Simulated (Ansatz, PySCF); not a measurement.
C₄H₇FSi, SMILES C=C=C[Si@H](C)F. Atoms are numbered in the order given.

```xyz
13

C      2.2197     1.4855    -1.1045
C      1.3734     0.4884    -1.0768
C      0.4994    -0.4860    -1.0117
Si    -0.8399    -0.4866     0.2832
C     -0.8339     1.0879     1.2687
F     -0.5742    -1.7448     1.2909
H      2.0219     2.3777    -1.7069
H      3.1541     1.4471    -0.5358
H      0.5732    -1.3108    -1.7342
H     -2.1603    -0.7551    -0.3555
H     -1.1025     1.9441     0.6308
H      0.1638     1.2794     1.6922
H     -1.5590     1.0316     2.0946
```

Coordinates come from a PBE0-D3(BJ)/def2-SVP optimisation. The structure was generated by enumeration; whether it is a known compound was not checked. One conformer was computed; it need not be the lowest.

Two levels are set side by side: PBE-D3(BJ)/def2-SVP (Ansatz, an electronic-structure program) and PBE0-D3(BJ)/def2-SVP (Ansatz). Each level has its own optimised geometry; the coordinates shown are those of the second. Frequencies come from the Hessian of PySCF at each geometry. Differences are taken from unrounded values.

```json
[
 {"quantity": "mean bond length (Å)", "PBE0-D3(BJ)": "1.338"},
 {"quantity": "bond C1–C2 (Å)", "PBE0-D3(BJ)": "1.308"},
 {"quantity": "bond C2–C3 (Å)", "PBE0-D3(BJ)": "1.311"},
 {"quantity": "bond C3–Si4 (Å)", "PBE0-D3(BJ)": "1.863"},
 {"quantity": "bond Si4–C5 (Å)", "PBE0-D3(BJ)": "1.858"},
 {"quantity": "bond Si4–F6 (Å)", "PBE0-D3(BJ)": "1.634"},
 {"quantity": "bond C1–H7 (Å)", "PBE0-D3(BJ)": "1.095"},
 {"quantity": "bond C1–H8 (Å)", "PBE0-D3(BJ)": "1.095"},
 {"quantity": "bond C3–H9 (Å)", "PBE0-D3(BJ)": "1.099"},
 {"quantity": "bond Si4–H10 (Å)", "PBE0-D3(BJ)": "1.491"},
 {"quantity": "bond C5–H11 (Å)", "PBE0-D3(BJ)": "1.101"},
 {"quantity": "bond C5–H12 (Å)", "PBE0-D3(BJ)": "1.101"},
 {"quantity": "bond C5–H13 (Å)", "PBE0-D3(BJ)": "1.100"},
 {"quantity": "highest harmonic wavenumber (cm⁻¹)", "PBE0-D3(BJ)": "3252"},
 {"quantity": "mean harmonic wavenumber (cm⁻¹)", "PBE0-D3(BJ)": "1266"},
 {"quantity": "zero-point energy (kcal/mol)", "PBE0-D3(BJ)": "59.71"}
]
```

Question: What does PBE-D3(BJ) give, and how far is it from PBE0-D3(BJ)? (Estimate from the structure and the level; the computed values follow.)

Answer: 
| quantity | PBE-D3(BJ) | PBE-D3(BJ) minus PBE0-D3(BJ) |
|---|---|---|
| mean bond length (Å) | 1.348 | 0.010 |
| bond C1–C2 (Å) | 1.317 | 0.009 |
| bond C2–C3 (Å) | 1.319 | 0.009 |
| bond C3–Si4 (Å) | 1.874 | 0.011 |
| bond Si4–C5 (Å) | 1.869 | 0.011 |
| bond Si4–F6 (Å) | 1.649 | 0.015 |
| bond C1–H7 (Å) | 1.103 | 0.008 |
| bond C1–H8 (Å) | 1.103 | 0.008 |
| bond C3–H9 (Å) | 1.107 | 0.008 |
| bond Si4–H10 (Å) | 1.503 | 0.012 |
| bond C5–H11 (Å) | 1.109 | 0.008 |
| bond C5–H12 (Å) | 1.108 | 0.008 |
| bond C5–H13 (Å) | 1.108 | 0.008 |
| highest harmonic wavenumber (cm⁻¹) | 3152 | -101 |
| mean harmonic wavenumber (cm⁻¹) | 1224 | -41 |
| zero-point energy (kcal/mol) | 57.75 | -1.96 |

Exact exchange shortens and stiffens bonds; PBE has none. Differences between two approximate levels are no errors against the true value.
